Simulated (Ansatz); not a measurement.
Ansatz (a quantum-chemistry and plane-wave program) job for WBr₃, SMILES [Br][W]([Br])[Br] (connectivity only; charge and spin as stated), neutral, multiplicity 4, B3LYP-D3(BJ)/def2-SVP. 

Ansatz 0.2 input:
```yaml
crystal:
  periodic: [false, false, false]
  atoms:
    - {symbol: W, position_ang: [-0.00761991, 0.00752023, 0.01593639]}
    - {symbol: Br, position_ang: [-1.87157939, -1.43920341, -0.23204080]}
    - {symbol: Br, position_ang: [-0.01204273, 2.13683566, -1.03041116]}
    - {symbol: Br, position_ang: [1.89973280, -0.71353217, 1.22875788]}
basis:
  gaussian:
    orbitals: def2-SVP
hamiltonian:
  xc: b3lyp
  dispersion: d3bj
magnetization: {spin_polarized: true, initial_magnetization: 3}
relax: {f_tol: 0.002, max_steps: 200}
```

It prints:

```
WARN ansatz: RAYON_NUM_THREADS=2 ignored (pool sized by the plan → 2); use --threads N
Functional definition: B3LYP
integrals: 0.09 GiB planned
1329 factors; integrals over basis functions are off by at most 1.6e-4 eV
mean field: 1.86 GiB planned
mean field evaluation 1: about -211944.3185 eV, gradient 8.6e0 eV
mean field evaluation 2: about -211944.3263 eV, gradient 9.0e0 eV
mean field evaluation 4: about -211944.7742 eV, gradient 7.7e-1 eV
mean field evaluation 8: about -211944.8030 eV, gradient 2.2e-2 eV
mean field evaluation 16: about -211944.8030 eV, gradient 7.0e-5 eV
mean field -211944.80304568 eV, -7788.8278505814 hartree, gradient 3.1e-5 eV, S^2 3.763438; 4 other end points of the search recorded, 0 dependent functions left out
the calculation of the forces begins
reference -211944.80331362 eV, -7788.8278604279 hartree; 61, 58 occupied and 67, 70 virtual orbitals, 1329 factors
relax step   1: F+E_penalty+E_count = -211945.16539645 eV  Δ(F+E_penalty+E_count) = +0.000e0 eV  max|allowed force component| = 8.051e-1 eV/Å  Δτ_max = 0.0000 Å  (59 SCF iters, accepted)
these checks for a lower state are left out or cut short: starts, cluster_reference, orbital_swaps, neighbouring_geometries, increment
integrals: 0.09 GiB planned
1329 factors; integrals over basis functions are off by at most 1.9e-4 eV
mean field: 1.87 GiB planned
mean field evaluation 32: about -211944.6997 eV, gradient 5.7e1 eV
mean field -211944.85085609 eV, -7788.8296075817 hartree, gradient 1.8e-5 eV, S^2 3.767412; 0 other end points of the search recorded, 0 dependent functions left out
the calculation of the forces begins
reference -211944.85112786 eV, -7788.8296175690 hartree; 61, 58 occupied and 67, 70 virtual orbitals, 1329 factors
relax step   2: F+E_penalty+E_count = -211945.19748530 eV  Δ(F+E_penalty+E_count) = -3.209e-2 eV  max|allowed force component| = 5.039e-1 eV/Å  Δτ_max = 0.0872 Å  (47 SCF iters, accepted)
these checks for a lower state are left out or cut short: starts, cluster_reference, orbital_swaps, neighbouring_geometries, increment
integrals: 0.09 GiB planned
1329 factors; integrals over basis functions are off by at most 1.7e-4 eV
mean field: 1.87 GiB planned
mean field -211944.87590486 eV, -7788.8305281069 hartree, gradient 6.9e-6 eV, S^2 3.765378; 0 other end points of the search recorded, 0 dependent functions left out
the calculation of the forces begins
reference -211944.87617486 eV, -7788.8305380292 hartree; 61, 58 occupied and 67, 70 virtual orbitals, 1329 factors
relax step   3: F+E_penalty+E_count = -211945.22974867 eV  Δ(F+E_penalty+E_count) = -3.226e-2 eV  max|allowed force component| = 5.109e-2 eV/Å  Δτ_max = 0.0407 Å  (40 SCF iters, accepted)
these checks for a lower state are left out or cut short: starts, cluster_reference, orbital_swaps, neighbouring_geometries, increment
integrals: 0.09 GiB planned
1329 factors; integrals over basis functions are off by at most 1.7e-4 eV
mean field: 1.87 GiB planned
mean field -211944.87690967 eV, -7788.8305650329 hartree, gradient 1.3e-5 eV, S^2 3.765534; 0 other end points of the search recorded, 0 dependent functions left out
the calculation of the forces begins
reference -211944.87717982 eV, -7788.8305749608 hartree; 61, 58 occupied and 67, 70 virtual orbitals, 1329 factors
relax step   4: F+E_penalty+E_count = -211945.23014299 eV  Δ(F+E_penalty+E_count) = -3.943e-4 eV  max|allowed force component| = 1.015e-3 eV/Å  Δτ_max = 0.0111 Å  (41 SCF iters, accepted)
integrals: 0.09 GiB planned
1329 factors; integrals over basis functions are off by at most 1.7e-4 eV
mean field: 1.87 GiB planned
mean field evaluation 64: about -211944.8758 eV, gradient 3.4e-1 eV
mean field -211944.87690967 eV, -7788.8305650329 hartree, gradient 1.3e-5 eV, S^2 3.765534; 5 other end points of the search recorded, 0 dependent functions left out
the calculation of the forces begins
reference -211944.87717982 eV, -7788.8305749608 hartree; 61, 58 occupied and 67, 70 virtual orbitals, 1329 factors
Total energy: -211945.23041314 eV, -7788.8435560460 hartree
Atom 0 at     0.001730    -0.001720    -0.003678 Å, force     0.000426    -0.000448    -0.001015 eV/Å
Atom 1 at    -1.914143    -1.466293    -0.230127 Å, force    -0.000011     0.000256     0.000350 eV/Å
Atom 2 at    -0.015495     2.184960    -1.045289 Å, force    -0.000147    -0.000005     0.000408 eV/Å
Atom 3 at     1.936399    -0.725325     1.261336 Å, force    -0.000267     0.000196     0.000256 eV/Å
Dipole moment:    -0.000168     0.000164     0.000345 e Å
```

Self-consistency was reached.
